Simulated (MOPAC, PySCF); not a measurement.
CH₃BN₂, SMILES `N=C=BN`, neutral singlet in the gas phase. 

Cartesian coordinates (Å):
```xyz
7

N      2.2758    -0.2626     0.1744
C      1.0729    -0.1055    -0.0971
B     -0.3015    -0.2386    -0.2564
N     -1.6118    -0.0315    -0.5749
H      2.8590     0.5325    -0.1218
H     -1.9495     0.8005    -1.0388
H     -2.3449    -0.6947    -0.3704
```
Charge 0, spin multiplicity 1.

All levels are single points at this geometry (r2SCAN-D4/def2-TZVP); Pople sets use spherical d functions. Orbital energies aren't observables, and empty levels follow the basis.

B3LYP/6-31G* in PySCF gives HOMO (eV) = -4.58.

Estimate the HOMO (eV) from each of these levels: r2SCAN-D4/def2-TZVP in PySCF; B3LYP/3-21G in PySCF; B3LYP/6-311+G** in PySCF; BP86/6-31G* in PySCF; M06-2X/6-31G* in PySCF; SVWN5/6-31G* in PySCF; AM1 in MOPAC; PM3 in MOPAC.


| level | HOMO (eV) |
|---|---|
| r2SCAN-D4/def2-TZVP in PySCF | -4.23 |
| B3LYP/3-21G in PySCF | -4.38 |
| B3LYP/6-311+G** in PySCF | -5.05 |
| BP86/6-31G* in PySCF | -3.76 |
| M06-2X/6-31G* in PySCF | -5.94 |
| SVWN5/6-31G* in PySCF | -3.72 |
| AM1 in MOPAC | -7.50 |
| PM3 in MOPAC | -8.28 |
